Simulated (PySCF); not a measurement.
**UHF on Ti (titanium, neutral)**

Configuration: [Ar] 3d2 4s2, high-spin 3F determinant. All numbers are calculated (PySCF 2.14, scalar relativity by spin-free X2C-1e, in x2c-TZVPall (6s5p4d1f, 48 functions)).

```json
{
 "Total energy": "-852.736767 hartree",
 "One-electron energy": "-1168.5416 hartree",
 "Hartree (Coulomb) energy": "357.1949 hartree",
 "Exchange energy": "-41.3901 hartree",
 "⟨S²⟩": "2.0075",
 "⟨L²⟩": "12.026",
 "Sum of ⟨r⟩": "21.53 bohr",
 "Sum of ⟨r²⟩": "49.77 bohr²",
 "Langevin diamagnetic susceptibility": "-39.4 ×10⁻⁶ cm³/mol",
 "Time after the integrals": "0.18 s of wall time on 1 thread of Neoverse-V2 (shared host)"
}
```

```
shell  electrons  mean orbital energy (eV)  rms radius, mean of both spins (bohr)
 1s α          1                   -5017.9                                 0.0804
 1s β          1                   -5017.9                                 0.0804
 2s α          1                   -589.58                                  0.350
 2s β          1                   -588.70                                  0.350
 2p α          3                   -485.29                                  0.320
 2p β          3                   -484.40                                  0.320
 3s α          1                   -80.784                                   1.08
 3s β          1                   -77.347                                   1.08
 3p α          3                   -51.057                                   1.18
 3p β          3                   -46.812                                   1.18
 3d α          2                   -11.866                                   1.67
 4s α          1                    -6.375                                   4.04
 4s β          1                    -5.752                                   4.04
```

Densities and radii are taken from the X2C orbitals without a picture-change correction, which distorts them close to the nucleus.
